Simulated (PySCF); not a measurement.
How methods differ on the excitation energy of Be+

Be+ [He] 2s1 (2S) → Be+ [He] 3d1 (2D), as a difference of total energies. Computed with PySCF 2.14 in aug-cc-pVDZ, with no relativity, point nucleus. The calculations carry no spin-orbit coupling.

Order these methods by the excitation energy they give, lowest first.
A. revPBE
B. LDA
C. PBE0
D. UHF

A (94528 cm⁻¹), B (96116 cm⁻¹), C (96580 cm⁻¹), D (99417 cm⁻¹).

For comparison: 98055 cm⁻¹ (measured; NIST levels, between the centres of gravity of the two terms).
